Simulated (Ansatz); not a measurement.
Results of the Gaussian-basis code of Ansatz.

A structure relaxed at PBE0-D4/def2-TZVP, charge 0, multiplicity 1:

Cartesian coordinates in Å:
```
C 1.1233 2.0260 0.1475
C 0.3219 1.1156 0.6952
Si -1.0241 0.2960 -0.2735
F -2.4448 0.5591 0.4271
C -0.7809 -1.5372 -0.3706
C 0.3616 -2.1314 -0.0353
H 1.9280 2.5029 0.7005
H 1.0063 2.3378 -0.8872
H 0.4819 0.8436 1.7375
H -1.0911 0.9163 -1.6224
H -1.5977 -2.1589 -0.7357
H 1.2130 -1.5643 0.3319
H 0.5027 -3.2057 -0.1151
```

Task: Give its formula and SMILES.

Result: C4H7FSi, `C=C[SiH](F)C=C`.

Task: Point group (tolerance 0.08 Å, 0.16 Å for H)?

Result: C1.

Task: Summarise the bond lengths by kind.

Result: 2 × C–C 1.331 Å; 6 × C–H 1.087 to 1.089 Å; 2 × C–Si 1.850 to 1.852 Å; 1 × F–Si 1.606 Å; 1 × H–Si 1.486 Å.
